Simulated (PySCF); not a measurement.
## Pb₂⁺: frontier orbitals

PBE at R = 2.941 Å; Pb cc-pVDZ-PP with ECP60; scalar-relativistic core potentials (PySCF 2.14). State: ⁴Σg⁻ (quartet), unpaired electrons σ ↑, π ↑↑. Only the outer orbitals are listed.

```json
{"spin": "α", "orbital": "σg", "occ.": "1", "ε (eV)": "-18.98", "main shells (%)": "95 s"}
{"spin": "α", "orbital": "σu", "occ.": "1", "ε (eV)": "-16.95", "main shells (%)": "98 s"}
{"spin": "α", "orbital": "σg", "occ.": "1", "ε (eV)": "-10.48", "main shells (%)": "95 p"}
{"spin": "α", "orbital": "πu", "occ.": "1", "ε (eV)": "-9.80", "main shells (%)": "98 p"}
{"spin": "α", "orbital": "πu", "occ.": "1", "ε (eV)": "-9.80", "main shells (%)": "98 p"}
{"spin": "α", "orbital": "πg", "occ.": "0", "ε (eV)": "-8.06", "main shells (%)": "100 p"}
{"spin": "α", "orbital": "πg", "occ.": "0", "ε (eV)": "-8.06", "main shells (%)": "100 p"}
{"spin": "α", "orbital": "σu", "occ.": "0", "ε (eV)": "-5.86", "main shells (%)": "99 p"}
{"spin": "β", "orbital": "σg", "occ.": "1", "ε (eV)": "-18.00", "main shells (%)": "96 s"}
{"spin": "β", "orbital": "σu", "occ.": "1", "ε (eV)": "-16.10", "main shells (%)": "98 s"}
{"spin": "β", "orbital": "σg", "occ.": "0", "ε (eV)": "-9.23", "main shells (%)": "96 p"}
{"spin": "β", "orbital": "πu", "occ.": "0", "ε (eV)": "-8.69", "main shells (%)": "99 p"}
{"spin": "β", "orbital": "πu", "occ.": "0", "ε (eV)": "-8.69", "main shells (%)": "99 p"}
```

**Question.** Which are the highest filled and the lowest empty level, where do they sit, and how wide is the gap?

**Answer.** Highest filled α πu at -9.80 eV (in %: 98 p); lowest empty β σg at -9.23 eV (in %: 96 p); the gap at PBE is 0.57 eV.

```json
{
 "bond order (Mayer)": "1.59",
 "⟨S²⟩": "3.752",
 "polarisability along the bond": "156.6 bohr³",
 "polarisability across the bond": "42.7 bohr³"
}
```

These are scalar-relativistic numbers at best; spin–orbit coupling would shift them, the dissociation energy most. The state is the lowest determinant that a PBE0 search found; another state may lie lower at other levels.
